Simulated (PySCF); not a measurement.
C₂H₃F₃Si₂, SMILES F[Si](F)(F)C#C[SiH3]. Atoms are numbered in the order given.

```xyz
10

Si     0.0000     0.0000     3.4729
C      0.0000     0.0000     1.6271
C      0.0000     0.0000     0.4046
Si     0.0000     0.0000    -1.3940
F     -0.9626     1.1371    -1.9678
F     -0.5034    -1.4022    -1.9678
F      1.4661     0.2651    -1.9678
H      0.9599    -1.0360     3.9452
H      0.4172     1.3493     3.9452
H     -1.3771    -0.3133     3.9452
```
Charge 0, spin multiplicity 1.

Coordinates come from a PBE0-D3(BJ)/def2-SVP optimisation. This is a generated structure with no PubChem entry under its InChIKey; it may be hypothetical.

Method: SMD-PBE0/6-31G* run with PySCF.

Solvation free energies are E(SMD) − E(gas) at the gas-phase geometry, for 1 M in both phases. In vacuum the dipole moment is 2.82 D.

Q: Rank water, toluene, acetone by solvation free energy, most negative first.

A: acetone (-0.5 kcal/mol), toluene (-0.1 kcal/mol), water (3.8 kcal/mol)
